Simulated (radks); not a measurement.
The numbers below are computed, except where a source is named.
All-electron atom: the technetium ion Tc3+ in [Ar] 3d10 4s2 4p5.75 4d4.25 (fractional occupations, a model configuration). Code: a radial shooting solver on a logarithmic mesh with Libxc functionals. Model: Dirac Kohn-Sham, BLYP, spin-unpolarised, spherical densities, finite nucleus; open shells are shared between the two j in proportion to 2j + 1; Fermi nuclear charge, rms radius 4.4112 fm.

Normalised radial functions P(r) = r R(r) (large component), r in bohr:

r	4s1/2	4d3/2	5s1/2
0.002372	0.0793	0.0000	0.0317
0.003653	0.1127	0.0000	0.0450
0.005582	0.1538	0.0001	0.0615
0.008599	0.1999	0.0004	0.0799
0.01324	0.2362	0.0014	0.0944
0.02024	0.2332	0.0043	0.0931
0.03117	0.1461	0.0130	0.0582
0.04764	-0.0533	0.0364	-0.0216
0.07338	-0.3118	0.0936	-0.1247
0.1121	-0.3870	0.2028	-0.1537
0.1727	-0.0142	0.3536	-0.0023
0.266	0.5515	0.4247	0.2209
0.4065	0.4126	0.2215	0.1442
0.6262	-0.5867	-0.2973	-0.2627
0.9568	-1.1386	-0.7810	-0.3245
1.474	-0.6658	-0.8252	0.2688
2.252	-0.1468	-0.4841	0.7236
3.469	-0.0090	-0.1415	0.4864
5.343	-0.0001	-0.0143	0.0997
8.165	0.0000	-0.0003	0.0046

4s1/2: eigenvalue -103.94 eV, 3 radial nodes at r = 0.0434, 0.175, 0.496 bohr, <r> = 1.05 bohr, 90 % of the charge inside 1.52 bohr. 4d3/2: eigenvalue -35.536 eV, 1 radial node at r = 0.500 bohr, <r> = 1.51 bohr, 90 % of the charge inside 2.34 bohr. 5s1/2 (empty): eigenvalue -28.105 eV, 4 radial nodes at r = 0.0433, 0.173, 0.480, 1.25 bohr, <r> = 2.61 bohr, 90 % of the charge inside 3.73 bohr.
